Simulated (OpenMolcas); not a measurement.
An atom or ion with 76 electrons was computed by XMS-CASPT2, IPEA 0.25 Eh, imaginary shift 0.1 Eh with spin-orbit coupling (OpenMolcas, ANO-RCC-VQZP, DKH2). The lowest levels that the run gave, each within 12 % of the measured value where one is at hand:

```
J  Parity  E (eV)      g
4    even  0.0000  1.239
2    even   0.885  1.100
3    even   1.536  1.084
2    even   2.320  1.102
0    even   2.375       
1    even   2.787  1.501
4    even   3.260  1.012
2    even   3.859  0.965
0    even   6.924
```

Task: Which ion is it, and what are the configurations and terms?

Result: Au3+ (Z = 79, charge +3; active space 8 electrons in 5 orbitals (5d)). J, parity and g give the terms where levels are pure, and mixed ones are named by the computed weights; the size of the splittings, set against known spectra of the 76-electron sequence, gives the charge. In order, with the measured energies in eV (Zainab et al., Astrophys. J. Suppl. Ser. 267, 12 (2023)): 5d⁸ ³F₄, 5d⁸ ¹D₂ [48 %], 5d⁸ ³F₃ (1.5242), 5d⁸ ³P₂ [51 %], 5d⁸ ³P₀ (2.2547), 5d⁸ ³P₁ (2.6644), 5d⁸ ¹G₄ (3.1867), 5d⁸ ¹D₂ [50 %], 5d⁸ ¹S₀ (6.8536).

CASPT2 does not keep the components of a term degenerate, so their means are used; among the terms shown or strongly mixed into the levels shown the widest spread is 980 cm-1 (5d⁸ ¹D). The CASPT2 spread within a term exceeds the gap to the next term for 5d⁸ ¹D and 5d⁸ ³P, so the order of their levels is uncertain, and so are names and mixing where such terms share a J. Measured partners are found by configuration, term and J. A level has none where our copy of the source lacks it or the pairing is in doubt (some pairs that miss far off the trend of their configuration count as doubtful), and it then counts in no deviation. Levels of configurations outside the active space are missing.

A share in square brackets marks a mixed level and gives the weight of the term that names it.
